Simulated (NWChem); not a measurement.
System: SeCl4; SMILES Cl[Se](Cl)(Cl)Cl

Program: NWChem. The geometry was optimised at PBE-D3(BJ)/def2-SVP.

Problem. What does the run give for PBE0/def2-SVP? Quantities: highest occupied level (eV); orbital gap (eV); dipole (D).

Solution. 
```
Property                     Value
---------------------------  -----
highest occupied level (eV)  -8.21
orbital gap (eV)              3.89
dipole (D)                    0.21
```
